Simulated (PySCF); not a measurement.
**Electron correlation in I²⁺ (iodine, charge +2)**

[Kr] 4d10 5s2 5p3, high-spin 4S determinant. Calculation: PySCF 2.14, in aug-cc-pVDZ-PP with ECP28MDF; a scalar-relativistic core potential. Frozen: 4s2 4p6 4d10; 5 electrons correlated.

```csv
level,correlation energy (mhartree)
CCSD,-60.18
(T),-0.55
CCSD(T),-60.73
CCSDT,-60.87
```

Diagnostics: T1 = 0.0019, D1 = 0.0029, largest double amplitude 0.049.

Cost of the coupled-cluster step: roughly 0.27 core-seconds, for 5 correlated electrons.
